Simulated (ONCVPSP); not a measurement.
**C (Z = 6): excitation energies, all-electron against ONCV**

```
Element                 : carbon (C)
Generator               : ONCVPSP 4.0.1
Type                    : optimised norm-conserving Vanderbilt (ONCV)
Functional              : PBEsol
Relativity              : scalar-relativistic
Frozen core             : [He]
Valence charge          : 4
Reference configuration : 2s2 2p2
Partial waves           : 2s: rc 0.90 bohr, ncon 4, nbas 8, qcut 7.5 1/bohr, 2 projectors, debl 0.6 Ha; 2p: rc 2.30 bohr, ncon 4, nbas 9, qcut 7.6 1/bohr, 2 projectors, debl 0.9 Ha; d scattering state at 0.43 Ha: rc 2.20 bohr, ncon 4, nbas 8, qcut 4.6 1/bohr, 2 projectors, debl 2.3 Ha
Local potential         : polynomial inside 0.75 bohr (lpopt 5, dvloc0 3 Ha)
Core correction         : Teter function fitted to the true core (icmod 2), fcfact 0.65
```

Energies are relative to the spin-unpolarised reference configuration 2s2 2p2; without spin polarisation the order of configurations can differ from experiment.

(1) Give the all-electron excitation energy and the error of the potential for: 2s2 2p1; 2s2 2p0; 2s1 2p0; 2s2 2p1.5.

Levels in the configuration 2s2 2p0:

```json
{"level": "2s", "all-electron (eV)": "-40.178", "pseudo (eV)": "-39.914"}
```

## Answers

(1)

| valence configuration | charge | ΔE all-electron (eV) | error AE − PS (meV) |
| --- | --- | --- | --- |
| 2s2 2p1 | +1 | 10.789 | +33 |
| 2s2 2p0 | +2 | 34.807 | +294 |
| 2s1 2p0 | +3 | 82.771 | +642 |
| 2s2 2p1.5 | +0.5 | 3.933 | +5.0 |
